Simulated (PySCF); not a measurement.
## `C=C(C)C1=CBC=CC=C1` in a uniform electric field

C9H11B.
Cartesian coordinates in Å at the PBE0-D3(BJ)/def2-SVP level; atoms count from 1:
```
atom  x, y, z in Å
C1    -0.3284   -2.7332   -0.3239
C2    -0.8985   -1.5764    0.0505
C3    -2.3089   -1.5480    0.5672
C4    -0.1425   -0.2865    0.0061
C5    -0.4037    0.6768    0.9647
B6     0.2325    2.0418    1.2047
C7     1.3539    2.6436    0.3614
C8     1.9516    2.0997   -0.7472
C9     1.6808    0.8552   -1.3798
C10    0.8010   -0.1494   -1.0637
H11   -0.8827   -3.6742   -0.2772
H12    0.7113   -2.7904   -0.6548
H13   -2.8969   -0.7541    0.0807
H14   -2.3392   -1.3492    1.6506
H15   -2.8066   -2.5117    0.3947
H16   -1.1802    0.3894    1.6822
H17   -0.1812    2.6893    2.1454
H18    1.7425    3.6291    0.6476
H19    2.7395    2.6834   -1.2403
H20    2.2766    0.6676   -2.2795
H21    0.8064   -0.9866   -1.7666
```

Level: B3LYP/def2-SVPD (PySCF); nuclei fixed, core orbitals frozen in the response. Permanent dipole (0.262, -1.451, -1.543) D (1 au = 2.5417 D). Static polarisability (au):

```
x   117.54  25.75 -25.03
y    25.75 162.71  19.21
z   -25.03  19.21 110.77
```

Only the terms in μ and α are kept: μ(F) = μ + αF and ΔE = −μ·F − ½ F·αF.

(1) What do fields of 0.051 V/Å (0.001 au) along the six axis directions do?

(2) For the field (0.0008, -0.0005, -0.0005) au, what is the induced dipole, and what angle does it make with the field?

(3) At what field along the permanent dipole would the induced dipole along it equal the permanent one, in this linear picture?

(4) What field makes μF equal to kT at 400 K?

(5) Induction energy −ᾱe²/2R⁴ of a unit charge at 9 Å, the molecule taken as a point?

Answers

(1) 
| field along | induced x (D) | induced y (D) | induced z (D) | total size (D) | −μ·F (kJ/mol) | −½F·αF (kJ/mol) |
| --- | --- | --- | --- | --- | --- | --- |
| +x | 0.299 | 0.065 | -0.064 | 2.194 | -0.271 | -0.154 |
| −x | -0.299 | -0.065 | 0.064 | 2.119 | +0.271 | -0.154 |
| +y | 0.065 | 0.414 | 0.049 | 1.848 | +1.499 | -0.214 |
| −y | -0.065 | -0.414 | -0.049 | 2.460 | -1.499 | -0.214 |
| +z | -0.064 | 0.049 | 0.282 | 1.896 | +1.594 | -0.145 |
| −z | 0.064 | -0.049 | -0.282 | 2.384 | -1.594 | -0.145 |

(2) αF = (0.238, -0.179, -0.216) D, at 9.1° to the field. The polarisability along this direction, F·αF/F², is 133.88 au, against a mean of 130.34 au.

(3) The polarisability along the dipole is 153.91 au, so F = 0.8397 au / 153.91 au = 0.0055 au = 0.28 V/Å; higher-order terms are ignored.

(4) kT = 1.2667 × 10⁻³ Eh, so F = 0.00151 au = 7.76 MV/cm.

(5) R = 17.01 bohr, so the energy is −130.3/(2 × 17.01⁴) Eh = -2.04 kJ/mol. The charge–dipole term at its most favourable orientation, −μe/R², is -7.62 kJ/mol.

One conformer (not necessarily the lowest) at the PBE0-D3(BJ)/def2-SVP geometry, without solvent, vibrations or thermal averaging.
